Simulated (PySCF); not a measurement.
Choosing a molecule for a target property.

Each SMILES stands for a single optimised conformer of the isolated species, non-relativistic unless stated; the electronic structure was computed with PySCF and density fitting.

Dipoles, sizes and rotational constants follow the conformer. The torsions of the flexible species, by atom-mapped SMILES:
- `[F:1][SiH2:2][CH2:3][Cl:4]`: F1–Si2–C3–Cl4 180°
- `[CH3:1][S@@:2](=[O:3])[C@H:4]([F:5])[CH:6]([F:7])[F:8]`: C1–S2–C4–F5 52°, S2–C4–C6–F7 87°
- `[CH3:1][O:2][c:3]1[cH:4][n:5]([CH3:6])[n:7][n:8]1`: C1–O2–C3–C4 -179°
- `[CH:1]#[C:2][P@@H+:3]([CH3:4])[CH2:5][PH:6][CH3:7]`: C2–P3–C5–P6 171°, P3–C5–P6–C7 177°

Question: Wanted: lowest triplet excitation (Tamm–Dancoff) between 4.7 eV and 5 eV (TDA B3LYP/def2-SVPD) and static isotropic polarisability above 60 au (B3LYP/def2-SVPD), at GFN2-xTB geometries. Which candidate meets both?
A. `COC1=CN(C)N=N1`
B. `F[SiH2]CCl`
C. `C[S@@](=O)[C@H](F)C(F)F`
D. `C#C[P@@H+](C)CPC`

Answer: D. Computed values:
```csv
species,lowest triplet excitation (Tamm–Dancoff),static isotropic polarisability
COC1=CN(C)N=N1,4.03 eV,73.5 au
C[S@@](=O)[C@H](F)C(F)F,4.67 eV,65.2 au
C#C[P@@H+](C)CPC,4.78 eV,103.7 au
F[SiH2]CCl,5.89 eV,52.5 au
```
